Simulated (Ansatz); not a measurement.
Si2Mo5⁻. Total charge -1; doublet. Geometry PBE-D4/def2-SVPD; atoms count from 1.

| atom | x (Å) | y (Å) | z (Å) |
| --- | --- | --- | --- |
| Mo1 | -0.967 | -0.170 | 1.896 |
| Mo2 | -0.616 | -2.062 | 0.692 |
| Mo3 | 0.653 | 2.118 | -0.774 |
| Mo4 | 0.332 | -1.927 | -1.299 |
| Mo5 | -0.299 | 1.887 | 1.206 |
| Si6 | -0.784 | 0.160 | -0.752 |
| Si7 | 1.681 | -0.007 | -0.969 |

In the def2 sets Mo takes a core potential; there is no spin–orbit coupling. The charge -1 doublet is spin-contaminated (final ⟨S²⟩ up to 4.17, 0.75 for a pure state). No other spin state of charge -1 was run. The geometry of the doublet was relaxed on an unsound state (⟨S²⟩ 1.80, where a pure state has 0.75). Another isomer (doublet) lies 2.75 eV lower at PBE0-D4/def2-TZVPD; other spin states weren't run for this one.

Question: Estimate the Mulliken populations from the PBE0/def2-TZVPD orbitals of Ansatz.

Answer: 
| atom | charge (e) | spin (α − β) | d electrons |
| --- | --- | --- | --- |
| Mo1 | -0.27 | -2.31 | 5.13 |
| Mo2 | -0.10 | 2.93 | 4.86 |
| Mo3 | -0.11 | -1.78 | 5.08 |
| Mo4 | -0.11 | -1.78 | 5.08 |
| Mo5 | -0.10 | 2.93 | 4.86 |
| Si6 | -0.10 | 0.34 | – |
| Si7 | -0.21 | 0.66 | – |
Mulliken values and Mayer orders depend strongly on the basis. With diffuse functions, as here, like atoms can get unlike values, and bond orders can come out too low or too high.

Question: Where does the spin sit?

Answer: Summed by element: Mo 0.00, Si 1.00, of 1 unpaired in all. Largest on single atoms: Mo5 2.93, Mo2 2.93, Mo1 -2.31.

Question: And the Mayer bond orders between bonded heavy atoms (over 0.3)?

Answer: Mo1–Mo2 1.89 (2.27 Å); Mo1–Mo5 1.89 (2.27 Å); Mo1–Si6 0.52 (2.67 Å); Mo2–Mo4 2.30 (2.21 Å); Mo2–Si6 0.51 (2.66 Å); Mo3–Mo5 2.30 (2.21 Å); Mo3–Si6 1.05 (2.43 Å); Mo3–Si7 1.26 (2.37 Å); Mo4–Si6 1.05 (2.43 Å); Mo4–Si7 1.25 (2.37 Å); Mo5–Si6 0.50 (2.66 Å); Si6–Si7 0.30 (2.48 Å). Values over 0.3 also appear between atoms too far apart for a bond (Mo3–Mo4 0.38 at 4.09 Å); they arise where an orbital or an unpaired electron spreads over both atoms.
